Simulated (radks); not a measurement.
The rhodium ion Rh2+, configuration [Ar] 3d10 4s2 4p5.75 4d7 5d0.25 (fractional occupations, a model configuration).

Method: scalar-relativistic Kohn-Sham, RPBE, spin-polarised, spherical densities, finite nucleus; open shells are filled with parallel spins first (spin-orbit coupling, left out, can overturn this in heavy ions); Fermi nuclear charge, rms radius 4.4945 fm; computed with a radial shooting solver on a logarithmic mesh with Libxc functionals.

Energy parts (eV):
part                       energy
total                 -130147.377
kinetic                134786.237
electron-nucleus      -313140.607
Hartree                 51966.795
exchange-correlation    -3759.802

Orbitals (lengths in bohr, moments of r in powers of bohr; <r^-3> diverges for s and p1/2; r(max) is where P^2 peaks):
orbital,occ.,eigenvalue (eV),<r^4>,r(max),<r^-3>
1s up,1,-23063.51,5.365e-06,0.02117,-
1s down,1,-23063.46,5.365e-06,0.02117,-
2s up,1,-3364.337,0.0009690,0.1198,-
2s down,1,-3363.805,0.0009688,0.1198,-
2p up,3,-3017.220,0.0006945,0.09577,3244
2p down,3,-3016.795,0.0006943,0.09576,3245
3s up,1,-620.9010,0.04688,0.3514,-
3s down,1,-620.6179,0.04680,0.3514,-
3p up,3,-506.8186,0.05073,0.3446,564.9
3p down,3,-506.4878,0.05061,0.3447,564.7
3d up,5,-324.6040,0.05096,0.2914,76.54
3d down,5,-324.0935,0.05073,0.2916,76.52
4s up,1,-106.9169,1.752,0.8816,-
4s down,1,-104.4208,1.742,0.8797,-
4p up,3,-74.6643,2.699,0.9435,89.52
4p down,2.75,-72.0719,2.705,0.9412,90.23
4d up,5,-28.7684,10.32,1.123,7.354
4d down,2,-26.2551,11.49,1.122,7.245
4f up,0,-5.0303,3300,5.725,0.01374
5s up,0,-21.1543,89.27,2.304,-
5s down,0,-19.9697,96.81,2.366,-
5p up,0,-15.0206,194.2,2.783,9.200
5p down,0,-14.1497,200.6,2.858,8.481
5d up,0.25,-8.0392,1094,4.253,0.6023

The highest occupied level is 5d up at -8.039 eV. The configuration is held as typed, so some empty levels lie below it. Summed over all electrons, <r^2> = 36.37 bohr^2, which gives a Langevin (diamagnetic) susceptibility term of -28.8 x 10^-6 cm^3/mol. The density falls to 0.001 e/bohr^3 at r = 3.52 bohr. The electron density at the nucleus is 1.239e+05 e/bohr^3 (large components only). The spin density at the nucleus is -2.448 e/bohr^3 (1s -0.200, 2s -0.996, 3s 0.542, 4s -1.794).
